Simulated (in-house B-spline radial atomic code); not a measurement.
Ionising Mg VII (Mg6+) with different functionals

Computed with a B-spline radial code for spherical atoms: non-relativistic Hamiltonian, point nucleus, spin-polarised at highest spin, spherical fractional occupations for the functionals, and exact exchange of hybrids averaged over the configuration. The ionisation energy is the difference of two self-consistent energies, [He] 2s2 2p2 → [He] 2s2 2p1, without Breit or QED terms; ε is the level of the shell that loses the electron (its least bound occupied spin orbital).

| method | rung | ΔSCF (eV) | -ε(2p) (eV) |
| --- | --- | --- | --- |
| PBE0 | global hybrid | 225.91 | 211.49 |
| B3LYP | global hybrid | 226.26 | 210.71 |
| TPSSh | global hybrid | ? | ? |
| M06-2X | global hybrid | ? | ? |
| BHandHLYP | global hybrid | 226.06 | 216.71 |
| r2SCAN0 | global hybrid | 226.50 | 212.49 |
| B97-1 | global hybrid | 225.89 | 210.66 |
| HSE06 | range-separated hybrid | 225.93 | 211.04 |
| wB97X | range-separated hybrid | 225.76 | 213.19 |
| CAM-B3LYP | range-separated hybrid | 226.18 | 212.70 |
| LC-wPBE | range-separated hybrid | 226.04 | 212.31 |

What does M06-2X give?

ΔSCF 225.26 eV, and -ε(2p) = 216.62 eV.

What does TPSSh give?

ΔSCF 226.13 eV, and -ε(2p) = 208.73 eV.

Among the functionals, which spreads more, the ΔSCF values or the orbital energies?

The orbital energies: ΔSCF values span about 1.24 eV and the orbital energies 7.98 eV; here energy differences depend much less on the functional than eigenvalues do.

How do they compare with the NIST value?

NIST lists 225.02 eV ± 0.06 (semi-empirical, ground level to ground level). Errors run from +0.24 to +1.48 eV; M06-2X is closest (+0.24 eV), but part of that can be cancellation, since the calculations leave out relativity, Breit-QED terms, multiplet and fine-structure energies.
